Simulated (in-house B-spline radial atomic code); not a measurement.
Results of a calculation; reference values are marked as such.
Making a Troullier-Martins p channel for Ga, r_c = 0.57 bohr

Ga, [Ar] 3d10 4s2 4p1, non-relativistic PBE, spherical and spin-unpolarised, from an all-electron radial atomic-structure program (B-spline basis) (atomic units). The all-electron 3p level is ε = -3.591566 hartree, its outermost node lies just inside 0.25 bohr and its outer maximum at 0.57 bohr.

Inside r_c the pseudo-orbital is u(r) = r^2 exp(p(r)), with p = c0 + c2 r² + c4 r⁴ + … + c12 r¹². The seven coefficients follow from p and its first four derivatives at r_c, from zero curvature of the screened potential at the origin, c4 = −c2²/(2l + 5), and from the norm inside r_c. At r_c the all-electron orbital has P = 1.306439, P' = 0.01049488, the screened potential V = -12.46662, V' = 47.24496, V'' = -232.9554, and the norm inside is Q = 0.3672268.

What are p, p' and p'' at r_c?

p = ln(P/r_c^2) = ln(1.306439/0.3249) = 1.39154. p' = P'/P − 2/r_c = 0.00803 − 3.50877 = -3.50074. The radial equation gives p'' = 2(V − ε) − 2(2) p'/r_c − p'² = -17.75011 − (-24.56659) − 12.25517 = -5.43869. Differentiating, p''' = 2V' + 2(2)p'/r_c² − 2(2)p''/r_c − 2p'p'' = 51.478, and p'''' = 2V'' − 4(2)p'/r_c³ + 4(2)p''/r_c² − 2(2)p'''/r_c − 2p''² − 2p'p''' = -508.59.

For a trial c2 the five matching conditions are linear in c0, c6, c8, c10 and c12, and c2 is varied until the norm inside r_c equals Q. The root nearest zero gives:

| n | c_n |
| --- | --- |
| 0 | 2.287891 |
| 2 | -2.484808 |
| 4 | -0.882039 |
| 6 | 12.40891 |
| 8 | -96.30052 |
| 10 | 248.049 |
| 12 | -209.5297 |

Check c4 and p(r_c), and find the screened pseudopotential at the origin.

−c2²/7 = -0.882039, as listed. The terms c_n r_c^n are 2.28789, -0.80731, -0.09311, 0.42558, -1.07307, 0.89802, -0.24646, which sum to 1.39154. Inverting the radial equation, V_l(r) = ε + 2 p'/r + (p'' + p'²)/2, so V_l(0) = ε + (2l + 3) c2 = -3.591566 + 5 × (-2.48481) = -16.0156 hartree, finite where the all-electron potential diverges.

Orbitals and screened potentials:

```csv
r (bohr),P,u,V all-electron,V pseudo
0.057,-0.4381,0.03176,-437.2,-16.01
0.142,-0.646,0.1889,-134.9,-15.91
0.228,-0.1085,0.4496,-66.8,-15.58
0.314,0.5385,0.7577,-39.22,-15.4
0.399,0.9985,1.043,-25.54,-15.82
0.484,1.239,1.241,-17.56,-15.64
0.57,1.306,1.306,-12.47,-12.47
```

Logarithmic derivatives P'/P at R = 0.87 bohr, for energies E around ε:

```csv
E − ε (hartree),all-electron,pseudo
-0.5,-0.942727,-0.943189
-0.25,-1.30486,-1.30501
-0.1,-1.54258,-1.54262
0,-1.71074,-1.71076
0.1,-1.88743,-1.88747
0.25,-2.17011,-2.17031
0.5,-2.69587,-2.69677
```

With P(R) = 0.9510183 and a norm of 0.7792075 inside R, what slope in energy does norm conservation fix?

d(P'/P)/dE = −2 × (norm inside R)/P(R)² = -1.7231 per hartree·bohr at E = ε, for both atoms, since orbital and norm agree at R. Differences over ±0.1 hartree give -1.7242 (all-electron) and -1.7242 (pseudo), which also hold third-order terms. Half a hartree below ε the two curves differ by -0.0005.
